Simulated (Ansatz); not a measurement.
```yaml
crystal:
  periodic: [false, false, false]
  atoms:
    - {symbol: Ge, position_ang: [0.478914, -1.115955, 0.961193]}
    - {symbol: Ge, position_ang: [-0.872677, -0.340586, -1.245356]}
    - {symbol: Ge, position_ang: [-2.281776, -0.196229, 0.616973]}
    - {symbol: Ge, position_ang: [1.536420, -0.846842, -1.534401]}
    - {symbol: Ge, position_ang: [-0.540284, 1.465310, 1.201906]}
    - {symbol: Se, position_ang: [1.679393, 1.034302, -0.000316]}
basis:
  gaussian: {orbitals: def2-TZVP}
magnetization: {spin_polarized: true, initial_magnetization: 2}
hamiltonian: {xc: pbe0, dispersion: d4}
scf: {omitted_lower_state_checks: [starts]}
output: {orbitals: {seedname: orbitals}}
```

```sh
$ ansatz run in.yaml --threads 4 --pin off --events-out ev --progress --plain --max-ram 4787MiB
```

Q: Does this run fit into the memory that it is given?

A: No. It has 288 basis functions, and Ansatz plans for 5.34 GiB where 4.67 GiB are given.
